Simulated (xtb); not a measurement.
4-fluoro-1,3-thiazole (C3H2FNS), SMILES Fc1cscn1. All values are semi-empirical tight-binding results from xtb (GFN2-xTB unless named), good for trends rather than for accurate numbers. Coordinates come from a GFN2-xTB optimisation.

Optimised geometry:

```xyz
8

F     -0.2023     2.2933     0.0000
C     -0.0423     0.9745     0.0000
C     -1.0712     0.0811     0.0000
S     -0.4264    -1.5077     0.0000
C      1.1643    -0.8201     0.0000
N      1.2036     0.4625     0.0000
H     -2.1237     0.2719     0.0000
H      2.0378    -1.4392     0.0000
```

```yaml
point_group_as_xtb_finds_it: Cs
orbital_gap: 3.69 eV
zero_point_energy: 28.7 kcal/mol
G − E(el) at 298.15 K (modified RRHO): 10.8 kcal/mol
static polarisability (D4 model): 61.2 bohr³
solvation energy, GFN2-xTB/ALPB(water): -2.2 kcal/mol
solvation energy, GFN2-xTB/ALPB(ch2cl2): -5.2 kcal/mol
```

Computed atomic charges and the Wiberg bond orders between heavy atoms:
charges (e) F1 -0.20, C2 0.24, C3 -0.06, S4 0.02, C5 0.07, N6 -0.22, H7 0.07, H8 0.07. Bond orders F1–C2 0.98, C2–C3 1.55, C3–S4 1.21, S4–C5 1.20, C2–N6 1.24, C5–N6 1.64.
